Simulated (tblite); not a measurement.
Here is a computed GFN2-xTB geometry (Å):
```
atom  x, y, z in Å
C1    -1.6306    1.0895    0.3814
C2    -0.5961    0.0376    0.0137
C3    -0.5685   -0.2869   -1.4686
C4    -0.8089   -1.2137    0.8425
F5     0.1944   -2.1014    0.6937
F6    -1.9255   -1.8678    0.4668
F7    -0.9306   -0.9913    2.1475
S8     1.0392    0.8258    0.4534
C9     2.3819   -0.2240   -0.1752
O10    1.0752    2.0507   -0.2942
O11    1.1374    0.9044    1.8784
H12   -1.4299    1.9923   -0.1894
H13   -2.6386    0.7379    0.1663
H14   -1.5507    1.3277    1.4404
H15   -0.1877    0.5812   -2.0018
H16    0.0683   -1.1455   -1.6729
H17   -1.5704   -0.5116   -1.8319
H18    2.3376   -0.2305   -1.2558
H19    3.2960    0.2533    0.1585
H20    2.3024   -1.2169    0.2442
```

Charge 0, singlet.

Problem. Which heavy atoms are bonded, and with what formal order?

Solution. C1–C2 1.52 Å (single); C2–C3 1.52 Å (single); C2–C4 1.52 Å (single); C4–F5 1.35 Å (single); C4–F6 1.35 Å (single); C4–F7 1.33 Å (single); C2–S8 1.87 Å (single); S8–C9 1.82 Å (single); S8–O10 1.44 Å (double); S8–O11 1.43 Å (double). Bonds to hydrogen (Å): C1–H12 1.09; C1–H13 1.09; C1–H14 1.09; C3–H15 1.09; C3–H16 1.09; C3–H17 1.09; C9–H18 1.08; C9–H19 1.08; C9–H20 1.08. The orders are those of one drawing; other resonance forms can be drawn.

Problem. Which species is it?

Solution. `CC(C)(C(F)(F)F)S(C)(=O)=O`, C5H9F3O2S. Among its features: sulfone, CF3 group and C–F bond.

Problem. Name the point group.

Solution. C1 (no symmetry element, even within 0.4 Å).

Problem. Describe the place of each heavy atom.

Solution. C1/C3: methyl carbon; C2: sp3 carbon bound to sulfur; C4: CF3 carbon; F5/F6/F7: fluorine of a CF3 group; S8: sulfonyl sulfur; C9: S-methyl carbon; O10/O11: sulfonyl oxygen.

Problem. What is the arrangement about C9?

Solution. It has 4 neighbours (S8, H18, H19, H20) and is distorted tetrahedral (angles from 105.2° to 112.3°).

Problem. What is the arrangement about C4?

Solution. It has 4 neighbours (C2, F5, F6, F7) and is distorted tetrahedral (angles from 105.4° to 114.3°).
